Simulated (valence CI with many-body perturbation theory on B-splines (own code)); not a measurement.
# Energy levels of As XX

Level of theory: valence CI with perturbative core correlation (CI+MBPT): four valence electrons over a frozen Dirac-Fock core [Ne], a basis of 11 s, 11 p, 10 d, 8 f, 5 g, 2 h functions for each j, with the one-electron correlation potential Σ1, the two-electron term Σ2, the three-electron term Σ3, Breit, model QED; selected CI, second order for the rest, scaled by the run's own slope (own B-spline code, finite nucleus).

No measured spectrum was set against this ion. As an estimate, levels of excited configurations hold to 0.05 to 0.15 % of their energy, terms of the ground configuration to about 0.5 %. Among the levels kept, up to 840 cm⁻¹ of a level comes from second order outside the variational space, and about a tenth of that is noise between levels of different J, which matters for small intervals.

Levels 91 to 135 of 173, with energies above the lowest level, 3s2 3p2 3P_0. "Leading %" is the weight of the configuration and term that name the level; weights of strongly mixed levels are sums over their largest components and can fall short. Lifetimes count E1, E2, E3, M1 and M2 decay at the calculated energies, and are blank where another channel may lead or the interval is too uncertain; long ones can be off by a factor of two.

```
No.  Configuration  Term  J  E (eV)  Leading %  Lifetime    Second component      g
 91      3s 3p2 3d    1D  2  183.39         76   5.55 ps      5 % 3s2 3d2 3F  0.989
 92        3s2 3d2    3P  0  186.21         78   5.64 ps   17 % 3s 3p2 3d 3P       
 93        3s2 3d2    3P  1  186.62         78   5.80 ps   18 % 3s 3p2 3d 3P  1.498
 94        3s2 3d2    3P  2  187.02         58   5.70 ps   14 % 3s 3p2 3d 3P  1.379
 95        3s2 3d2    1G  4  187.09         82   10.5 ps   15 % 3s 3p2 3d 1G  1.000
 96        3s2 3d2    1D  2  188.39         51   6.07 ps   20 % 3s 3p2 3d 1D  1.107
 97         3p3 3d   3F°  2  191.51         51   50.4 ps   9 % 3s 3p 3d2 3F°  0.843
 98         3p3 3d   1S°  0  192.82         56   69.0 ps  20 % 3s 3p 3d2 1S°       
 99         3p3 3d   3F°  3  192.86         41   31.6 ps     24 % 3p3 3d 5D°  1.226
100         3p3 3d   5D°  1  194.92         80   16.7 ps      8 % 3p3 3d 3P°  1.404
101         3p3 3d   5D°  4  195.14         52   23.4 ps     31 % 3p3 3d 3F°  1.359
102         3p3 3d   5D°  0  195.51         77   18.1 ps     14 % 3p3 3d 1S°       
103         3p3 3d   3D°  2  195.60         50   31.3 ps     23 % 3p3 3d 5D°  1.224
104         3p3 3d   5D°  2  195.91         61   19.8 ps     15 % 3p3 3d 3F°  1.261
105         3p3 3d   3D°  1  196.33         71   36.7 ps      8 % 3p3 3d 5D°  0.588
106         3p3 3d   3D°  3  196.35         34   39.4 ps     31 % 3p3 3d 3F°  1.232
107         3p3 3d   5D°  3  197.70         58   20.3 ps     29 % 3p3 3d 3D°  1.413
108         3p3 3d   3F°  4  198.01         48   32.5 ps     33 % 3p3 3d 5D°  1.327
109         3p3 3d   3G°  3  198.95         64   57.6 ps  19 % 3s 3p 3d2 3G°  0.802
110        3s2 3d2    1S  0  200.22         78   5.35 ps   15 % 3s 3p2 3d 1S       
111         3p3 3d   3G°  4  200.41         62   52.6 ps  19 % 3s 3p 3d2 3G°  1.098
112         3p3 3d   3G°  5  201.68         76   62.3 ps  23 % 3s 3p 3d2 3G°  1.198
113         3p3 3d   1D°  2  204.48         40   42.9 ps  25 % 3s 3p 3d2 5G°  0.856
114      3s 3p 3d2   5G°  2  204.73         71   44.1 ps     13 % 3p3 3d 1D°  0.513
115         3p3 3d   1G°  4  205.16         79   31.6 ps      7 % 3p3 3d 3F°  1.037
116      3s 3p 3d2   5G°  3  205.88         95   48.8 ps                      0.925
117         3p3 3d   3D°  1  205.95         49   16.1 ps     22 % 3p3 3d 1P°  0.741
118         3p3 3d   3P°  1  207.20         26   19.0 ps     19 % 3p3 3d 3S°  1.513
119      3s 3p 3d2   5G°  4  207.52         94   48.3 ps                      1.155
120         3p3 3d   3P°  0  208.09         69   26.8 ps  16 % 3s 3p 3d2 3P°       
121         3p3 3d   3P°  2  209.12         59   10.1 ps  16 % 3s 3p 3d2 3P°  1.432
122      3s 3p 3d2   5G°  5  209.71         94   47.4 ps   4 % 3s 3p 3d2 5F°  1.270
123         3p3 3d   3S°  1  210.06         29   13.7 ps  25 % 3s 3p 3d2 3S°  1.630
124         3p3 3d   3P°  1  210.70         42   12.1 ps     14 % 3p3 3d 1P°  1.160
125         3p3 3d   3D°  2  210.91         42   17.9 ps     20 % 3p3 3d 3P°  1.247
126         3p3 3d   3F°  2  212.25         69   24.6 ps  18 % 3s 3p 3d2 3F°  0.694
127         3p3 3d   3F°  3  212.34         65   22.5 ps   8 % 3s 3p 3d2 3F°  1.079
128         3p3 3d   3D°  3  212.65         42   23.7 ps  25 % 3s 3p 3d2 3D°  1.304
129      3s 3p 3d2   5G°  6  212.90        100   52.2 ps                      1.332
130      3s 3p 3d2   5D°  0  214.13         96   19.0 ps                           
131      3s 3p 3d2   5D°  1  214.20         73   17.7 ps  16 % 3s 3p 3d2 5F°  1.261
132      3s 3p 3d2   5D°  2  214.52         50   16.9 ps  27 % 3s 3p 3d2 5F°  1.316
133         3p3 3d   3F°  4  214.96         59   23.0 ps     11 % 3p3 3d 1G°  1.226
134         3p3 3d   3P°  2  215.01         58   28.4 ps  14 % 3s 3p 3d2 3P°  1.428
135      3s 3p 3d2   5F°  3  215.26         35   14.8 ps  34 % 3s 3p 3d2 5D°  1.338
```

Names give the largest LS component (configuration and term), which can be under half, so a name can repeat, a term be missing and a line seem to break the LS rules; names also repeat where a configuration has a term twice.

Where two levels of one J and parity lie close, their mixing, g and order are uncertain.
